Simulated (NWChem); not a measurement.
# C2H7BO; SMILES CBOC

```xyz
11

B     -0.4474     0.5334    -0.0002
H     -1.6496     0.3225     0.0005
C      0.1372     1.9854    -0.0001
H     -0.2326     2.5410     0.8790
H     -0.2345     2.5428    -0.8772
H      1.2364     2.0121    -0.0011
O      0.3876    -0.5243     0.0000
C     -0.0539    -1.8562     0.0000
H      0.3317    -2.3710    -0.8940
H      0.3400    -2.3735     0.8887
H     -1.1549    -1.9217     0.0050
```
Atoms are numbered in this order, from 1.

Results from NWChem. Geometry: optimised at PBE0/def2-SVP.

Question: What does the run give for TPSS/aug-cc-pVDZ? Quantities: highest occupied level (eV); orbital gap (eV); dipole (D).

Answer: The highest occupied level (eV) is -7.02, the orbital gap (eV) comes out as 6.35 and the dipole (D) comes out as 1.04.
